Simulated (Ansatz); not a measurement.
Stepwise reaction of `[Br][Sn][Br]` with water, as a gas-phase model of exchange steps in deposition or etching. ΔE in kJ/mol; ΔG adds harmonic PBE0-D4 terms to CCSD(T)/CBS, at 1 bar.

Gas-phase electronic energies from Ansatz, PBE0-D4/def2-TZVP geometries. CCSD(T)/CBS adds triple-zeta CCSD(T) − MP2 to the extrapolated MP2 energy (def2 sets, frozen cores). This one scheme is used for every species. Functionals use def2-TZVPP. B3LYP here is the variant with VWN-RPA as its local correlation; programs differ in this. def2 core potentials past Kr. For Br, Sn outer-core shells are correlated without core-valence functions, which leaves a few kJ/mol of doubt a bond. Scalar relativity is left out up to krypton. Each species was taken in one conformer, which may not be the lowest.

```tsv
step	reaction	PBE-D4	B3LYP-D4	ωB97M-V	CCSD(T)/CBS	ΔG(400 K)
2	`[OH][Sn][Br]` + H₂O → `[OH][Sn][OH]` + HBr	73.4	74.7	70.7	74.4	69.1
```

Question: Give the row of step 1, `[Br][Sn][Br]` + H₂O → `[OH][Sn][Br]` + HBr. (Best estimate.)

Answer: Ansatz gave: 
```
step                                     reaction  PBE-D4  B3LYP-D4  ωB97M-V  CCSD(T)/CBS  ΔG(400 K)
   1  `[Br][Sn][Br]` + H₂O → `[OH][Sn][Br]` + HBr    83.7      86.0     81.4         84.6       76.2
```

Question: By hand: ΔE of the 2 steps together at CCSD(T)/CBS.

Answer: (84.6) + (74.4) = 159.0 kJ/mol, or 79.5 kJ/mol a step.

In ΔE each step is lower than the one before. All are uphill at CCSD(T)/CBS. ΔG lies between 69.1 and 76.2 kJ/mol a step. PBE-D4 differs from CCSD(T)/CBS by -1.0 to -0.9 kJ/mol a step. Isolated molecules leave out the surface, adducts and barriers. Largest T1 diagnostic: 0.018.
